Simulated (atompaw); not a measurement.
# Co PAW (atompaw): all-electron and pseudo phase curves

* Element: cobalt
* Generator: atompaw 4.2.0.5
* Type: PAW
* Functional: LDA (PW92)
* Relativity: scalar-relativistic
* Frozen core: [Ar]
* Valence charge: 9
* Reference configuration: 3d7 4s2 4p0
* Partial waves: 4s (bound): rc 3.00 bohr; 4s channel at 1.45 Ry: rc 2.75 bohr; 4p (bound, empty): rc 3.00 bohr; 4p channel at 0.5 Ry: rc 3.00 bohr; 3d (bound): rc 1.10 bohr; 3d channel at -0.2 Ry: rc 1.10 bohr
* Local potential: ultrasoft scheme with l = 3 at 1 Ry, radius 2.40 bohr
* Core correction: smooth core density matched at 1.90 bohr
* Augmentation charge: sinc compensation charge, radius 2.55 bohr; PAW radius 3.00 bohr; waves and projectors: custom polynom2 7 10 vanderbiltortho

The phase is arctan(r·u′/u) with u = r·R(r), unwrapped; energies in Ry, scanned from -3 to 5 Ry. A pole is an energy at which the radial function vanishes at the test radius. The pseudo phase is shifted by a multiple of π to meet the all-electron one at the reference energy, and phase errors are pseudo minus all-electron; the curves can meet again beyond the range given. Levels narrower than the energy grid can be missing from the lists of poles.

Q: For each channel, where are the poles, and over which energies does the pseudopotential scatter like the atom?

A:

| channel | radius (bohr) | reference energy (Ry) | poles, all-electron | poles, pseudo | unbroken range about the reference energy with phases within 0.05 rad | phase error 1 Ry above the reference energy (rad) |
| --- | --- | --- | --- | --- | --- | --- |
| s | 3.02 | -0.42 | 0.49 | 0.49, 4.37 | below 2.8 | -0.000 |
| p | 3.02 | -0.10 | 1.31 | 1.31 | below 2.9 | -0.000 |
| d | 3.02 | -0.62 | -0.57, 2.81 | -0.57, 2.96 | below 3.8 | +0.001 |

A Bessel basis up to 400 Ry misses an occupied level by 0.04 Ry, so cutoffs and ghosts were not judged.

Phases in the s channel:

```
E (Ry)  all-electron  pseudo
 -3.00         1.353   1.353
 -2.76         1.340   1.340
 -2.52         1.325   1.325
 -2.28         1.306   1.306
 -2.04         1.281   1.281
 -1.80         1.249   1.249
 -1.56         1.203   1.203
 -1.32         1.133   1.133
 -1.08         1.010   1.010
 -0.84         0.746   0.746
 -0.60         0.049   0.049
 -0.36        -0.876  -0.876
 -0.12        -1.272  -1.272
  0.12        -1.441  -1.441
  0.36        -1.534  -1.534
  0.60        -1.597  -1.597
  0.84        -1.647  -1.647
  1.08        -1.691  -1.691
  1.32        -1.735  -1.735
  1.56        -1.784  -1.784
  1.80        -1.843  -1.843
  2.04        -1.925  -1.925
  2.28        -2.050  -2.053
  2.52        -2.275  -2.285
  2.76        -2.731  -2.772
  3.00        -3.459  -3.542
  3.24        -3.992  -4.067
  3.48        -4.253  -4.319
  3.72        -4.392  -4.458
  3.96        -4.476  -4.553
  4.20        -4.533  -4.637
  4.44        -4.574  -4.755
  4.68        -4.606  -5.261
  4.92        -4.632  -7.415
```
